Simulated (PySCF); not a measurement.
A species of formula C5H11Cl2FSi has this rotational fingerprint, computed with PBE0/pcSseg-1 in PySCF (dipole) on a GFN2-xTB geometry, gas phase:

```
Rotational constants : A = 1647, B = 455.3, C = 446.6 MHz
Dipole components    : |μa| = 2.91 D, |μb| = 0.56 D, |μc| = 1.81 D
Inertial defect      : -285.20 u·Å²
κ                    : -0.99
```

Question: Which candidate fits, each taken in the one conformer that was computed?
A. `[CH3:1][SiH2:2][C@@:3]([F:4])([Cl:5])[CH2:6][CH2:7][CH2:8][Cl:9]` with C1–Si2–C3–F4 -51°, Si2–C3–C6–C7 -179°, C3–C6–C7–C8 -173°, C6–C7–C8–Cl9 -63°
B. `[CH3:1][C@@H:2]([CH2:3][CH:4]([Cl:5])[Cl:6])[C@H:7]([F:8])[SiH3:9]` with C1–C2–C3–C4 -157°, C2–C3–C4–Cl5 64°, C1–C2–C7–F8 180°
C. `[CH3:1][C@@H:2]([F:3])[Si@@H:4]([CH3:5])[CH2:6][CH:7]([Cl:8])[Cl:9]` with C1–C2–Si4–C5 72°, C2–Si4–C6–C7 70°, Si4–C6–C7–Cl8 -177°
D. `[CH3:1][C@@:2]([CH2:3][F:4])([CH2:5][Cl:6])[CH2:7][SiH2:8][Cl:9]` with C1–C2–C3–F4 56°, C1–C2–C5–Cl6 174°, C1–C2–C7–Si8 -68°, C2–C7–Si8–Cl9 171°
E. `[CH3:1][CH2:2][C@:3]([CH3:4])([CH2:5][F:6])[SiH:7]([Cl:8])[Cl:9]` with C1–C2–C3–C4 51°, C2–C3–C5–F6 -66°, C2–C3–Si7–Cl8 178°

Answer: B. It is C[C@@H](CC(Cl)Cl)[C@H](F)[SiH3], a near-prolate asymmetric top, point group C1. The candidates at the same level (rigid rotor, commonest isotopes):

```tsv
SMILES	A (MHz)	B (MHz)	C (MHz)	μa (D)	μb (D)	μc (D)	Δ (u·Å²)	point group	rotor
CC[C@](C)(CF)[SiH](Cl)Cl	1177	764.6	575.4	2.04	0.53	1.13	-212.17	C1	asymmetric top
C[C@@](CF)(CCl)C[SiH2]Cl	1450	509.1	432.3	0.34	1.43	0.87	-172.15	C1	asymmetric top
C[SiH2][C@@](F)(Cl)CCCCl	1824	425.5	410.3	0.91	1.00	1.33	-233.24	C1	near-prolate asymmetric top
C[C@@H](CC(Cl)Cl)[C@H](F)[SiH3]	1647	455.3	446.6	2.91	0.56	1.81	-285.20	C1	near-prolate asymmetric top
C[C@@H](F)[Si@@H](C)CC(Cl)Cl	1383	508.3	477.1	3.69	1.69	1.12	-300.59	C1	near-prolate asymmetric top
```

`C[C@@](CF)(CCl)C[SiH2]Cl` has A 12 % too low; `C[SiH2][C@@](F)(Cl)CCCCl` has A 11 % too high; `CC[C@](C)(CF)[SiH](Cl)Cl` has B 68 % too high; `C[C@@H](F)[Si@@H](C)CC(Cl)Cl` has A 16 % too low. No structure here is proved a minimum.
